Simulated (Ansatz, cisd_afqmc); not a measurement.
Species: Al, charge 0, doublet.

Total energies in aug-cc-pVTZ-DK, 3 correlated electrons, 5 frozen orbitals. Open shells are spin-unrestricted; no spin-orbit coupling. The -DK rows use spin-free X2C. The Monte Carlo rows (phaseless AFQMC, CISD trial, step 0.005/hartree) carry one-sigma bars that omit the constraint's bias. Outlying blocks are dropped, and bars are widened where a walk drifts. Over all cases where full CI ran beside it in this data, AFQMC minus full CI had a median of +0.1 mEh and passed +0.4 mEh in a tenth of the cases. Full CI freezes restricted core orbitals and the other rows unrestricted ones, which leaves a small offset even where coupled cluster is exact.

```tsv
method	program	energy (Eh)	error against FCI (mEh)
HF	Ansatz	-242.31467	52.73
MP2	Ansatz	-242.35075	16.64
CCSD	Ansatz	-242.36575	1.65
CCSD(T)	Ansatz	-242.36692	0.47
CCSDT	Ansatz	-242.36741	-0.02
AFQMC/CISD	cisd_afqmc	-242.3672 ± 0.0001	0.2 ± 0.1
FCI	Ansatz	-242.36739	0.00
```

Ansatz is a first-principles code.
